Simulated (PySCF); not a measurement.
Computed vibrations of Nd2(OH)6

Nd2(OH)6 (singlet in the valence; each metal's 4f electrons, 3 of them, lie in its core potential, out of spins and levels). PySCF 2.14.0, RKS BP86, Nd lcecp-1-SVP with ECP49, O def2-SVP, H def2-SVP; non-relativistic Hamiltonian with scalar-relativistic core potentials where named; density fitting; no spin-orbit coupling. Central differences of gradients.

```xyz
14

Nd    0.0000    0.0000    1.8573
Nd    0.0000    0.0000   -1.8573
O     1.4466   -0.1149    0.0000
H     2.3243   -0.5402    0.0000
O    -1.4466    0.1149    0.0000
H    -2.3243    0.5402    0.0000
O    -0.1155    1.8086    2.9487
H    -0.1185    2.6019    3.5039
O     0.1155   -1.8086    2.9487
H     0.1185   -2.6019    3.5039
O    -0.1155    1.8086   -2.9487
H    -0.1185    2.6019   -3.5039
O     0.1155   -1.8086   -2.9487
H     0.1185   -2.6019   -3.5039
```

Run from Python with OMP_NUM_THREADS=4. Where DIIS fails, smearing, a level shift and second-order steps follow.
It took 3.8 min on 4 threads of Intel(R) Xeon(R) 6975P-C (Granite Rapids), on a shared host.

(1) What are the harmonic wavenumbers and infrared intensities?

(2) Is this a minimum?

An lcecp potential fixes the number of 4f electrons, so in runs with it no electron can move into or out of that shell.

Answers

(1) Modes are labelled in C2h; negative numbers are unstable modes, those under 60 cm⁻¹ near the noise; a finer grid moves soft modes by up to 10 cm⁻¹.
```tsv
cm⁻¹	km/mol	symmetry
-6	–	bu
41	0.1	au
42	0.0	bg
64	5.7	bu
74	0.0	bg
85	0.0	ag
93	0.0	ag
118	4.9	au
136	5.9	bu
140	0.0	ag
274	30.9	bu
295	0.0	bg
309	0.0	ag
318	0.0	bg
331	391.5	bu
361	426.9	au
372	0.0	ag
372	2.3	bu
390	219.5	au
391	0.0	ag
409	122.7	au
409	0.0	bg
413	0.0	ag
421	652.8	bu
557	0.0	bg
567	388.5	bu
571	59.4	au
584	300.2	au
585	0.0	ag
592	0.0	bg
3743	0.0	ag
3743	144.0	bu
3829	130.6	au
3829	0.0	bg
3829	228.9	bu
3830	0.0	ag
```

(2) Yes, within the noise of the softest modes.
